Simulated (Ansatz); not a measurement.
Cartesian coordinates in Å:
```
Si 0.2828 1.6021 -0.9115
C 0.8430 0.1742 0.1711
Cl 1.8008 -0.9818 -0.8025
In -0.8156 -0.8680 1.1149
Te -1.4885 -3.3962 0.5897
I -2.2559 0.4969 2.8968
H 1.4470 2.2555 -1.5621
H -0.4401 2.5761 -0.0514
H -0.6407 1.0813 -1.9519
H 1.4843 0.5286 0.9813
H -0.2171 -3.4686 -0.4744
```

Charge 0, multiplicity 1. In, Te, I takes the def2 core potential.

(1) List the PBE0/def2-TZVPP orbital energies in eV (Ansatz 0.2.0). (Estimate.)

Results:

(1) Computed: Occupied: -2767.82, -1802.87, -280.11, -259.61, -197.96, -197.73, -197.73, -187.59, -172.21, -145.22, -133.48, -133.32, -133.29, -129.26, -121.17, -121.10, -120.93, -99.88, -99.87, -99.86, -85.69, -85.53, -85.44, -52.59, -52.53, -52.51, -52.37, -52.37, -44.38, -44.34, -44.18, -44.12, -44.10, -24.25, -22.35, -22.27, -22.21, -22.17, -22.16, -19.07, -18.62, -17.82, -15.10, -12.69, -12.18, -11.05, -10.76, -10.06, -10.00, -9.54, -8.64, -8.36, -7.94, -7.86, -7.34, -6.96. Lowest empty: -2.01, -1.81, -0.60, -0.29, 0.21, 0.89, 1.10, 1.34.
